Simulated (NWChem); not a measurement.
System: CH$_{6}$AuNO; SMILES [NH3]->[Au][O]C

NWChem input:

```
start job
memory heap 200 mb stack 900 mb global 1100 mb
geometry units angstroms noautoz
  Au     0.062963    -0.172209    -0.001393
  O      0.530450     1.740408    -0.002608
  C     -0.507301     2.681999     0.000235
  H     -1.171276     2.637230     0.901577
  H     -0.045800     3.699041    -0.002270
  H     -1.177650     2.635692    -0.896275
  N     -0.272430    -2.249755    -0.000670
  H      0.056973    -2.693359    -0.870993
  H     -1.275528    -2.466957     0.089542
  H      0.210266    -2.715886     0.782027
end
basis spherical
  * library def2-svp
end
ecp
  Au library def2-ecp
end
dft
  xc m06-l
  iterations 150
  mulliken
end
task dft energy
```

Output (shortened):

```
             Northwest Computational Chemistry Package (NWChem) 7.3.0
             --------------------------------------------------------

 C1  symmetry detected

                             Geometry "geometry" -> ""
                             -------------------------

 Output coordinates in angstroms (scale by  1.889725989 to convert to a.u.)

  No.       Tag          Charge          X              Y              Z
 ---- ---------------- ---------- -------------- -------------- --------------
    1 Au                  79.0000     0.05561600    -0.18856124    -0.00000893
    2 O                    8.0000     0.51496802     1.72602621    -0.00004470
    3 C                    6.0000    -0.52678108     2.66319622     0.00000616
    4 H                    1.0000    -1.19295509     2.61562451     0.89958028
    5 H                    1.0000    -0.06960363     3.68219128    -0.00130541
    6 H                    1.0000    -1.19453990     2.61401930    -0.89828226
    7 N                    7.0000    -0.27094110    -2.26751454    -0.00010823
    8 H                    1.0000     0.06265913    -2.70973332    -0.86953701
    9 H                    1.0000    -1.27334293    -2.48897775     0.08744247
   10 H                    1.0000     0.21164869    -2.73157143     0.78388566

 Effective nuclear repulsion energy (a.u.)     543.6907988858

                                 NWChem DFT Module
                                 -----------------

 Summary of "ao basis" -> "ao basis" (spherical)
 ------------------------------------------------------------------------------
       Tag                 Description            Shells   Functions and Types
 ---------------- ------------------------------  ------  ---------------------
 Au                         def2-svp                12       32   6s3p2d1f
 O                          def2-svp                 6       14   3s2p1d
 C                          def2-svp                 6       14   3s2p1d
 H                          def2-svp                 3        5   2s1p
 N                          def2-svp                 6       14   3s2p1d

            General Information
            -------------------
          SCF calculation type: DFT
          Wavefunction type:  closed shell.
          No. of atoms     :    10
          No. of electrons :    46
           Alpha electrons :    23
            Beta electrons :    23
          Charge           :     0
          Spin multiplicity:     1
          Use of symmetry is: off; symmetry adaption is: off
          Maximum number of iterations: 150
          AO basis - number of functions:   104
                     number of shells:    48
          Convergence on energy requested:  1.00D-06
          Convergence on density requested:  1.00D-05
          Convergence on gradient requested:  5.00D-04

              XC Information
              --------------
                        M06-L Method XC Functional
                         M06-L Exchange Functional  1.000
                       M06-L Correlation Potential  1.000

             Grid Information
             ----------------
          Grid used for XC integration:  medium
          Radial quadrature: Mura-Knowles
          Angular quadrature: Lebedev.
          Tag              B.-S. Rad. Rad. Pts. Rad. Cut. Ang. Pts.
          ---              ---------- --------- --------- ---------
          Au                  1.35      123          11.0       590
          O                   0.60       49          12.0       434
          C                   0.70       49          13.0       434
          H                   0.35       45          14.0       434
          N                   0.65       49          14.0       434
          Grid pruning is: on
          Number of quadrature shells:   540
          Spatial weights used:  Erf1

      Superposition of Atomic Density Guess
      -------------------------------------

 Sum of atomic energies:        -321.99991267

      Non-variational initial energy
      ------------------------------

 Total energy =    -305.622537
 1-e energy   =    -824.713918
 2-e energy   =     339.286372
 HOMO         =      -0.342422
 LUMO         =      -0.047424

     ---------------------------------------------
      Total Density - Mulliken Population Analysis
     ---------------------------------------------

    Atom       Charge   Shell Charges
 -----------   ------   -------------------------------------------------------
    1 Au  19    18.90   0.07 -0.47  1.81  0.62  0.69  0.32  5.59  0.45  0.07  8.70  1.04  0.01
    2 O    8     8.90   1.99  1.11  0.73  3.02  2.04  0.01
    3 C    6     5.90   1.99  0.92  0.23  1.84  0.87  0.05
    4 H    1     0.93   0.69  0.22  0.02
    5 H    1     0.94   0.69  0.22  0.02
    6 H    1     0.93   0.69  0.22  0.02
    7 N    7     7.27   1.99  0.98  0.40  2.34  1.54  0.01
    8 H    1     0.74   0.58  0.12  0.04
    9 H    1     0.74   0.59  0.12  0.04
   10 H    1     0.74   0.58  0.12  0.04

[...]
```

Level: M06-L/def2-SVP with def2 effective core potentials on Au. The geometry was optimised at PBE-D3(BJ)/def2-SVP. No frequency run checked for a minimum. def2 effective core potentials on Au; no spin-orbit coupling.
